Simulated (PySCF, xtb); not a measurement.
C2H8FNSi2, SMILES N[SiH2]/C(F)=C\[SiH3].

GFN2-xTB (xtb) at its own geometry gives an orbital gap of 3.75 eV and a dipole moment of 1.00 D.

Coordinates come from a TPSSh-D3(BJ)/def2-SVP optimisation. The structure was generated by enumeration; whether it is a known compound was not checked. One conformer was computed; it need not be the lowest.

Q: What does PBE0/def2-TZVP in PySCF give? (The exact figures need the calculation; the answer reports its results.)

A: gap 6.46 eV (levels -7.55 and -1.09 eV), dipole 1.19 D.
